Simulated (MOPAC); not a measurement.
Input file for MOPAC: PM6 on H3NOSi (SMILES N[Si]O), a point of a torsion scan.

```
PM6 1SCF PRECISE CHARGE=0 THREADS=1
H3NOSi

N     -1.00471321 1    -0.05555584 1     0.17644442 1
Si     0.37443462 1    -0.96744139 1     0.63875290 1
O      1.56459448 1    -0.27410045 1    -0.24590014 1
H     -1.92213632 1    -0.21896664 1     0.55290192 1
H     -1.00453362 1     0.69323903 1    -0.50579002 1
H      1.60489626 1    -0.21224658 1    -1.19748252 1
```

It printed:

```
*******************************************************************************
 **                                                                           **
 **                              MOPAC v23.2.5                                **
 **                                                                           **
 *******************************************************************************
 ** MOPAC's Digital Object Identifier: https://doi.org/10.5281/zenodo.6511958 **
 **                                                                           **
 ** Please cite the open-source release paper for use of this MOPAC version:  **
 ** J. E. Moussa and J. J. P. Stewart (2026)                                  **
 ** MOPAC: An open-source semiempirical molecular orbital program             **
 ** J. Open Source Softw., 11(119), 8025, https://doi.org/10.21105/joss.08025 **
 *******************************************************************************

                              PM6 CALCULATION RESULTS

 *******************************************************************************
 *  PM6        - The PM6 Hamiltonian to be used
 *
 *
 *
 *                 CHARGE ON SYSTEM = 0
 *
 *
 *
 *  PRECISE    - TIGHTER CRITERIA TO BE USED
 *  1SCF       - DO 1 SCF AND THEN STOP
 *  THREADS=1  - MULTI-THREADING NOT USED
 *  T=         - A TIME OF 172800.0 SECONDS REQUESTED
 *  DUMP=N     - RESTART FILE WRITTEN EVERY 7200.0 SECONDS REQUESTED
 *******************************************************************************
PM6 1SCF PRECISE CHARGE=0 THREADS=1
 H3NOSi

   ATOM   CHEMICAL          X               Y               Z
  NUMBER   SYMBOL      (ANGSTROMS)     (ANGSTROMS)     (ANGSTROMS)

     1       N         -1.00471321  *  -0.05555584  *   0.17644442  *
     2      Si          0.37443462  *  -0.96744139  *   0.63875290  *
     3       O          1.56459448  *  -0.27410045  *  -0.24590014  *
     4       H         -1.92213632  *  -0.21896664  *   0.55290192  *
     5       H         -1.00453362  *   0.69323903  *  -0.50579002  *
     6       H          1.60489626  *  -0.21224658  *  -1.19748252  *



          CARTESIAN COORDINATES

    NO.       ATOM           X           Y           Z

     1         N         -1.0047     -0.0556      0.1764
     2        Si          0.3744     -0.9674      0.6388
     3         O          1.5646     -0.2741     -0.2459
     4         H         -1.9221     -0.2190      0.5529
     5         H         -1.0045      0.6932     -0.5058
     6         H          1.6049     -0.2122     -1.1975

 General Reference for PM6:
 "Optimization of Parameters for Semiempirical Methods V: Modification of NDDO Approximations
 and Application to 70 Elements", J. J. P. Stewart, J. Mol. Mod., 13, 1173-1213 (2007)
 URL: https://link.springer.com/article/10.1007/s00894-007-0233-4

           Empirical Formula: H3 N O Si  =     6 atoms



      MOLECULAR POINT GROUP   :   C1


      RHF CALCULATION, NO. OF DOUBLY OCCUPIED LEVELS = 9


 -------------------------------------------------------------------------------
 PM6 1SCF PRECISE CHARGE=0 THREADS=1
 H3NOSi



     1SCF WAS SPECIFIED, SO BFGS WAS NOT USED
     SCF FIELD WAS ACHIEVED


                              PM6 CALCULATION
                                                       MOPAC v23.2.5 Linux




          FINAL HEAT OF FORMATION =        -36.88142 KCAL/MOL =    -154.31186 KJ/MOL


          COSMO AREA              =         96.10 SQUARE ANGSTROMS
          COSMO VOLUME            =         82.82 CUBIC ANGSTROMS

          IONIZATION POTENTIAL    =          7.925599 EV
          HOMO LUMO ENERGIES (EV) =         -7.926 -0.139
          NO. OF FILLED LEVELS    =          9
          MOLECULAR WEIGHT        =         61.1153         POINT GROUP:  C1

          MOLECULAR DIMENSIONS (Angstroms)

            Atom       Atom       Distance
            H     6    H     4     3.93749
            H     5   Si     2     2.33363
            H     6    O     3     0.55141


          SCF CALCULATIONS        =          1





   ATOM   CHEMICAL          X               Y               Z
  NUMBER   SYMBOL      (ANGSTROMS)     (ANGSTROMS)     (ANGSTROMS)

     1       N         -1.00471321  *  -0.05555584  *   0.17644442  *
     2      Si          0.37443462  *  -0.96744139  *   0.63875290  *
     3       O          1.56459448  *  -0.27410045  *  -0.24590014  *
     4       H         -1.92213632  *  -0.21896664  *   0.55290192  *
     5       H         -1.00453362  *   0.69323903  *  -0.50579002  *
     6       H          1.60489626  *  -0.21224658  *  -1.19748252  *

                             CARTESIAN COORDINATES

   1    N       -1.004713210    -0.055555840     0.176444420
   2   Si        0.374434620    -0.967441390     0.638752900
   3    O        1.564594480    -0.274100450    -0.245900140
   4    H       -1.922136320    -0.218966640     0.552901920
   5    H       -1.004533620     0.693239030    -0.505790020
   6    H        1.604896260    -0.212246580    -1.197482520


           Empirical Formula: H3 N O Si  =     6 atoms



      MOLECULAR POINT GROUP   :   C1


                  EIGENVALUES
 -30.37991 -29.38808 -18.83085 -16.76969 -15.63454 -13.27749 -12.71531 -10.23584
  -7.92560  -0.13876   0.16466   0.38888   2.17694   2.64678   2.77390   3.13840
   4.45819   5.92316   6.45469   7.12187


              NET ATOMIC CHARGES AND DIPOLE CONTRIBUTIONS

  ATOM NO.   TYPE          CHARGE      No. of ELECS.   s-Pop       p-Pop       d-Pop
    1          N          -0.574725        5.5747     1.50160     4.07313
    2         Si           0.321098        3.6789     1.79992     1.12294     0.75604
    3          O          -0.539838        6.5398     1.64645     4.89339
    4          H           0.229742        0.7703     0.77026
    5          H           0.227417        0.7726     0.77258
    6          H           0.336306        0.6637     0.66369
 DIPOLE           X         Y         Z       TOTAL
 POINT-CHG.    -1.332    -0.455    -0.741     1.591
 HYBRID        -0.573     0.810    -0.804     1.277
 SUM           -1.905     0.355    -1.545     2.478


          ATOMIC ORBITAL ELECTRON POPULATIONS

     Atom    s        px        py        pz      x^2-y^2     xz        z^2       yz        xy
    1  N   1.50160   1.24106   1.40282   1.42924
    2 Si   1.79992   0.32142   0.42717   0.37436   0.18977   0.20641   0.08992   0.08066   0.18927
    3  O   1.64645   1.74621   1.77627   1.37090
    4  H   0.77026
    5  H   0.77258
    6  H   0.66369

 **********************
 *                    *
 * JOB ENDED NORMALLY *
 *                    *
 **********************




 == MOPAC DONE ==
```

The run finished.

Cost: roughly 0.010 core-seconds.
